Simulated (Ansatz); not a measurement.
`Cl[SiH](Cl)I` + CH₃OH → `CO[SiH](Cl)I` + HCl at 400 K and 1 bar (ligand exchange at the Si–Cl bond).

Gas-phase electronic energies from Ansatz, PBE0-D4/def2-TZVP geometries. CCSD(T)/CBS is the MP2 limit (def2-TZVPP, def2-QZVPP) plus CCSD(T) − MP2 in def2-TZVPP, frozen cores. This one scheme is used for every species. def2 core potentials past Kr. For I outer-core shells are correlated without core-valence functions, which leaves a few kJ/mol of doubt a bond. Each species was taken in one conformer, which may not be the lowest.

| species | CCSD(T)/CBS energy (Eh) | H − E (kJ/mol) | S (J/(mol·K)) |
| --- | --- | --- | --- |
| `Cl[SiH](Cl)I` | -1506.81701 | 60.4 | 368.3 |
| CH₃OH | -115.61712 | 151.2 | 252.6 |
| `CO[SiH](Cl)I` | -1162.05764 | 176.0 | 416.7 |
| HCl | -460.38127 | 29.6 | 195.4 |

H − E and S are ideal-gas, rigid-rotor, harmonic terms from PBE0-D4/def2-TZVP, for one conformer and one mirror image of each species. 1 Eh = 2625.50 kJ/mol, R = 8.31446 J/(mol·K).

**Question.** By hand: ΔE, ΔH, ΔS and ΔG.

**Answer.** ΔE = (-1162.05764) + (-460.38127) − (-1506.81701) − (-115.61712) = -0.00478 Eh = -12.5 kJ/mol. Δ(H − E) = 176.0 + 29.6 − 60.4 − 151.2 = -6.0, so ΔH = -18.5 kJ/mol. ΔS = 416.7 + 195.4 − 368.3 − 252.6 = -8.8 J/(mol·K). ΔG = -18.5 − 400 × (-8.8)/1000 = -15.0 kJ/mol.

**Question.** By hand: the equilibrium constant, and the temperature at which ΔG would vanish if ΔH and ΔS stayed fixed.

**Answer.** log₁₀ K = −ΔG/(RT ln 10) = 2.0. ΔG = 0 at ΔH/ΔS = 2102 K, though so small a ΔS makes that figure unsure.

The number of gas molecules stays the same, so ΔS is small and ΔH decides. A doubt of 5 kJ/mol in ΔE shifts log₁₀ K by 0.7 here. Other conformers and mirror images would add mixing entropy, several J/(mol·K) or more a flexible species. These are equilibria of isolated gas molecules and say nothing of rates. Largest T1 diagnostic: 0.010 (customary marks: 0.02 for closed shells, 0.045 for open ones).
